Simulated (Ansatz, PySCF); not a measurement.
Gas-phase reaction R1 + R2 → 2 P1, each structure at its B3LYP-D3(BJ)/def2-TZVP stationary point, reached from a drawn start (curvature not checked).
R1: Li2 (SMILES [Li][Li]), charge 0, multiplicity 1.
R2: Na2 (SMILES [Na][Na]), charge 0, multiplicity 1.
P1, LiNa (SMILES [Li][Na]) (charge 0, multiplicity 1):
```tsv
atom	x (Å)	y (Å)	z (Å)
Li	0.0000	0.0000	-1.4479
Na	0.0000	0.0000	1.4479
```

P less R. No zero-point or thermal terms.

Correlated levels freeze the cores. CBS(a, b) extrapolates the correlation energy as X⁻³ and adds the Hartree–Fock energy of set b.

Codes used: Ansatz (Gaussian basis) for Hartree–Fock, density functionals and correlated methods; PySCF for the D3/D4 terms. Each number belongs to the level named beside it.

### Question
What is the computed reaction energy (CCSD(T)/CBS(def2-TZVPP, def2-QZVPP))?

### Answer
0.9 kcal/mol

### Question
What is the computed reaction energy (BLYP-D3(BJ)/def2-TZVPP)?

### Answer
0.7 kcal/mol

### Question
What reaction energy does CAM-B3LYP-D3(BJ)/def2-TZVPP give?

### Answer
0.7 kcal/mol

Ansatz is an electronic-structure program.
